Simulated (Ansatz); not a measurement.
Ansatz results at the PBE0-D4/def2-TZVP geometry: size of the dipole moment (PBE/def2-TZVPP) 2.37 D; HOMO–LUMO gap (ωB97M-V/def2-TZVPP) 12.62 eV; LUMO energy (ωB97M-V/def2-TZVPP) 2.18 eV.

Each molecule was computed in one conformer, which needn't be the lowest.

(1) Which molecule gave them?
A. `F[SiH]1C=CC1`
B. `CC(O)[O][AlH2]`
C. `FC[SiH2]Br`
D. `COC1OB1F`

Answers

(1) D. The others give `FC[SiH2]Br`: 0.34, 12.12, 1.43; `CC(O)[O][AlH2]`: 1.12, 10.91, 0.56; `F[SiH]1C=CC1`: 1.80, 11.87, 1.59.
